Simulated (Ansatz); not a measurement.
Species: sum formula BNH2Cl2 (charge 0, singlet). 
Coordinates optimised at B3LYP-D3(BJ)/def2-TZVP (Ansatz, a quantum-chemistry and plane-wave program):
```
B
N 1 1.3854
H 2 1.0060 1 122.41
H 2 1.0060 3 115.18 1 180.00
Cl 1 1.7704 2 120.26 3 180.00
Cl 1 1.7704 2 120.26 3 0.00
```
Charge 0, spin multiplicity 1.

Dipole moments at this geometry, in debye (magnitudes).

```csv
level,program,dipole (D)
B97M-V/def2-TZVPD,Ansatz,2.75
r2SCANh/def2-TZVPD,Ansatz,2.80
HSE06/def2-TZVPD,Ansatz,2.80
CAM-B3LYP/def2-TZVPD,Ansatz,2.80
wB97M-V/def2-TZVPD,Ansatz,…
CCSD(T)/aug-cc-pV(D+d)Z,Ansatz,…
```

Some entries are withheld; supply them.


- wB97M-V/def2-TZVPD, dipole (D): 2.78
- CCSD(T)/aug-cc-pV(D+d)Z, dipole (D): 2.80
